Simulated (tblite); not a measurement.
## sulfur hexafluoride: calculation against experiment

**What was measured.**

From CRC Handbook of Chemistry and Physics, for the gas at 298.15 K: standard entropy 291.5 J/(mol K).

How close the calculation comes is told at the end.

Compound: sulfur hexafluoride, SF₆.
Numbering: `[F:1][S:2]([F:3])([F:4])([F:5])([F:6])[F:7]`

Structure used (GFN2-xTB), in Å, numbered top down from 1:
```xyz
7
SF6 angstrom
F     -0.3886   -1.1075   -0.9474
S      0.0006    0.0007    0.1246
F      1.5402   -0.2235   -0.2042
F      0.0788   -1.1178    1.2529
F     -0.0777    1.1195   -1.0030
F      0.3895    1.1095    1.1967
F     -1.5395    0.2241    0.4530
```

GFN2-xTB wavenumbers (cm⁻¹, harmonic, unscaled, at the method's own geometry): 255, 255, 255, 389, 389, 389, 452, 453, 453, 535, 576, 576, 824, 824, 824. Point group Oh, symmetry number 24. Entropy at 298.15 K and 1 bar in J/(mol K): translation 171.0, rotation 87.7, vibration 52.7.

## Comparison

**Standard entropy at 298.15 K.** Measured: 291.5 J/(mol K) (298.15 K; CRC Handbook of Chemistry and Physics).

```csv
level,computed (J/(mol K)),computed − measured (J/(mol K)),% (from the printed values)
"GFN2-xTB, rigid rotor and harmonic oscillator",311.4,+19.9,+7
```

Ideal gas at 1 bar, most abundant isotopes; table values of this kind come from calorimetry or from spectroscopic constants.

The geometry is computed, not the measured one. Where a level misses, the cause wasn't examined.
